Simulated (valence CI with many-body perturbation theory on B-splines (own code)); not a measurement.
## Which ion has this spectrum?

A relativistic CI+MBPT calculation for an atom or ion with 8 electrons gives these levels (× 10³ cm⁻¹):

```tsv
J	Parity	E	g
2	even	0.00	1.32
0	even	404.50	
1	even	6229.0	1.48
2	even	6376.1	1.13
2	odd	8938.3	1.47
1	odd	9500.9	1.17
0	even	12759	
0	odd	15247	
1	odd	15531	1.27
0	even	18719	
2	odd	53314	1.50
1	odd	53377	1.16
1	even	54119	1.48
2	even	54133	1.17
```

The energies are calculated, and their last digits are not significant.

(1) Which is it?
A. Gd56+
B. Tb57+
C. Er60+
D. Sm54+

Results:

(1) B. Tb57+, ground level (2s^2 2p1/2^2 2p3/2^2) J=2.
